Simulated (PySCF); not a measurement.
**SMILES CC(C)C#CC(=O)O, C6H8O2**

Geometry (Å), atoms numbered from 1 in this order:
```xyz
16

C    -1.4831    1.4101   -0.0504
C    -1.0941   -0.0148   -0.4576
C    -1.8261   -1.0572    0.3915
C     0.3384   -0.1832   -0.3332
C     1.5307   -0.2996   -0.2168
C     2.9457   -0.4873   -0.0753
O     3.4680   -1.4300    0.4608
O     3.6376    0.5263   -0.6216
H    -0.9585    2.1403   -0.6622
H    -1.2275    1.5862    0.9922
H    -2.5542    1.5519   -0.1754
H    -1.3517   -0.1668   -1.5136
H    -1.5320   -2.0632    0.1012
H    -1.5885   -0.9191    1.4438
H    -2.9011   -0.9553    0.2595
H     4.5887    0.3706   -0.5130
```

Computed with PySCF, quadratic response B3LYP/def2-SVPD first hyperpolarisability, Taylor convention, gas phase. Geometry: GFN2-xTB.

Problem. Give the tensor of the second harmonic β(−2ω;ω,ω) at 1340 nm in the axes of these coordinates.

Solution. In au, Taylor convention; rows are the first index (the induced dipole):
|  | xx | yy | zz | xy | xz | yz |
| --- | --- | --- | --- | --- | --- | --- |
| x | -299.4 | +32.3 | +26.5 | +35.9 | -8.6 | -7.5 |
| y | +36.2 | -19.9 | -12.6 | +31.5 | -7.7 | -0.3 |
| z | -9.3 | -0.3 | -15.0 | -7.6 | +25.4 | -12.4 |

Norm of βᵢ = ⅓ Σⱼ (βᵢⱼⱼ + βⱼᵢⱼ + βⱼⱼᵢ): 243.1 au, hyper-Rayleigh value 118.4 au.
